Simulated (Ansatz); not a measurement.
H2MgO2, SMILES [OH][Mg][OH].

Coordinates come from a PBE-D3(BJ)/def2-TZVP optimisation. The values are those of a single conformer.

Two levels are set side by side: PBE/def2-TZVPD (Ansatz, an electronic-structure program) and PBE0/def2-TZVPD (Ansatz). Energy differences of separate SCF runs at the same geometry; the states with an electron removed or added have multiplicity 2 and 2. Differences are taken from unrounded values.

| quantity | PBE0 | PBE | PBE minus PBE0 |
|---|---|---|---|
| vertical ionisation energy (eV) | 10.15 | 9.74 | -0.41 |
| vertical singlet–triplet gap (eV) | 4.97 | 4.44 | -0.53 |
